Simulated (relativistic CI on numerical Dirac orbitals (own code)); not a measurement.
# Magnetism of Ta³⁺, 5d2, in a crystal field

Calculated by Dirac-Coulomb-Breit CI, KLI orbitals optimised for each configuration, model QED (radiative potential, 1s self-energy scaled to tabulated hydrogen-like ionisation energies), valence Slater integrals scaled by 0.65, one configuration in a parametric crystal field (own radial code).

Field parameters in Wybourne normalisation: Td as Oh with Dq negative (B⁴₀ = 21Dq, B⁴₄ = √(5/14) B⁴₀). The field is a parameter set, without covalency.

S is read from ⟨S²⟩ = S(S + 1).

Powder χT (cm³ K mol⁻¹) by Van Vleck's formula, with temperature-independent terms:

```
                 Field      2 K      5 K     10 K     20 K    50 K   100 K   200 K  300 K
 Td, 10Dq = -3100 cm⁻¹  0.00132  0.00244  0.00429  0.00801  0.0191  0.0377  0.0748  0.112
 Td, 10Dq = -5600 cm⁻¹   0.0892   0.0901   0.0915   0.0943   0.103   0.117   0.145  0.173
 Td, 10Dq = -8100 cm⁻¹    0.229     0.23    0.231    0.233    0.24   0.251   0.273  0.296
Td, 10Dq = -10600 cm⁻¹    0.352    0.353    0.353    0.355   0.361    0.37   0.388  0.407
Td, 10Dq = -13100 cm⁻¹    0.449    0.449     0.45    0.451   0.456   0.464   0.479  0.494
Td, 10Dq = -15600 cm⁻¹    0.523    0.524    0.524    0.526    0.53   0.536   0.549  0.562
Td, 10Dq = -18050 cm⁻¹    0.581    0.581    0.581    0.583   0.586   0.592   0.603  0.615
```

For Td, 10Dq = -13100 cm⁻¹: what effective moment follows at 300 K?

μ_eff = √(8χT) = 1.99 μB. The ground level has S = 0.99; the spin-only moment for S = 1 is 2.83 μB. The difference comes from the orbital moment, spin-orbit mixing of terms and temperature-independent paramagnetism, all larger in this ionic model than in covalent complexes.
